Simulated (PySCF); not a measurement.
Species: C7H5F2Se (charge -1).
SMILES with atom numbers: `[F:1][CH:2]([F:3])[c:4]1[cH:5][cH:6][cH:7][cH:8][c:9]1[Se-:10]` (hydrogens: H11 on C2; H12 on C5; H13 on C6; H14 on C7; H15 on C8)
Bond orders are those of one Lewis drawing.

Method: PBE0-D3(BJ)/def2-SVP geometry optimisation, gas phase in PySCF; density fitting, grid level 1; the optimiser is geomeTRIC in internal coordinates, started from a GFN2-xTB structure with every atom displaced at random (about 0.01 Å).

Step 0: E = -78086.7357 eV
```
atom  x, y, z in Å  |  force x, y, z in eV/Å
F1      2.7315   -0.2237   -0.8038   -0.309   0.269  -0.101
C2      2.2373    0.1971    0.4148    1.365  -0.278  -0.258
F3      2.6072   -0.8113    1.2507   -0.012  -0.377   0.554
C4      0.7938    0.3881    0.4064   -2.284  -0.707  -0.329
C5     -0.0451   -0.7050    0.0744    0.858   1.054   0.377
C6     -1.4221   -0.5728    0.0499   -0.050  -1.061  -0.303
C7     -1.9864    0.6475    0.3487   -0.981   0.827   0.106
C8     -1.1916    1.7351    0.6696   -1.457  -0.711  -0.061
C9      0.1812    1.6290    0.7328    2.139   0.411  -0.064
Se10    1.1970    3.1272    1.1803    0.232   0.561   0.218
H11     2.7738    1.1070    0.7153   -0.072   0.189  -0.047
H12     0.4353   -1.6444   -0.1350    0.188  -0.666  -0.229
H13    -2.0629   -1.4189   -0.2115    0.053  -0.095   0.006
H14    -3.0903    0.7621    0.3288    0.469  -0.023  -0.002
H15    -1.6577    2.6747    0.9071   -0.139   0.608   0.132
```

Step 1: E = -78086.8815 eV
```
atom  x, y, z in Å  |  force x, y, z in eV/Å
F1      2.6644   -0.2149   -0.8239    0.153  -0.108   0.056
C2      2.2499    0.1775    0.4187   -0.546   0.085   0.065
F3      2.6126   -0.8334    1.2731    0.041   0.075  -0.168
C4      0.7608    0.3880    0.4272    0.614  -0.022  -0.097
C5     -0.0382   -0.7040    0.0834   -0.092  -0.144   0.051
C6     -1.4234   -0.6003    0.0394    0.024   0.166   0.021
C7     -1.9922    0.6469    0.3438   -0.071  -0.199  -0.066
C8     -1.2024    1.7310    0.6778    0.223   0.253   0.008
C9      0.2214    1.6669    0.7260   -0.380  -0.095   0.150
Se10    1.2220    3.1840    1.2003    0.007  -0.054  -0.051
H11     2.7688    1.1058    0.7019    0.100   0.004   0.033
H12     0.4492   -1.6613   -0.1409   -0.014   0.098   0.008
H13    -2.0491   -1.4550   -0.2244   -0.017  -0.049  -0.018
H14    -3.0798    0.7651    0.3122   -0.048   0.021   0.023
H15    -1.6630    2.6952    0.9139    0.006  -0.032  -0.015
```

Question: Estimate the geometry and energy of step 2. (The exact step hangs on the optimiser's Hessian estimate; all steps are aligned on step 1, rigid shifts and turns removed.)

Answer: E = -78086.8842 eV, largest force 0.228 eV/Å
```
atom  x, y, z in Å  |  force x, y, z in eV/Å
F1      2.7115   -0.2046   -0.8088   -0.026   0.014  -0.118
C2      2.2552    0.1900    0.4191   -0.092  -0.102   0.038
F3      2.6340   -0.8163    1.2670   -0.023  -0.062   0.095
C4      0.7693    0.3706    0.4169    0.059   0.069  -0.044
C5     -0.0444   -0.7144    0.0805    0.037   0.056   0.044
C6     -1.4290   -0.5899    0.0432   -0.127  -0.095  -0.033
C7     -2.0075    0.6523    0.3465    0.112  -0.037  -0.007
C8     -1.2095    1.7353    0.6786    0.105  -0.133  -0.013
C9      0.2092    1.6387    0.7290   -0.054   0.219   0.034
Se10    1.2238    3.1501    1.1812    0.030   0.131   0.045
H11     2.7674    1.1205    0.7142   -0.050   0.005  -0.019
H12     0.4323   -1.6722   -0.1517   -0.017  -0.006  -0.012
H13    -2.0575   -1.4447   -0.2205    0.001  -0.024  -0.004
H14    -3.0967    0.7711    0.3205    0.017  -0.016  -0.006
H15    -1.6572    2.7049    0.9129    0.026  -0.017  -0.001
```

The energy changes by -0.0027 eV. The first-order estimate −F·Δx gives -0.0281 eV and the mean of the old and new forces, exact on a quadratic surface, -0.0028 eV. The step makes an angle of 74° with the force vector and moves no atom by more than 0.050 Å.

The cost below is that of the whole optimisation. On an Arm Neoverse N1 with one thread, no GPU, shared host with 64 logical CPUs at a one-minute load of 19, this took 3.0 min and 0.88 GiB of memory at its peak.
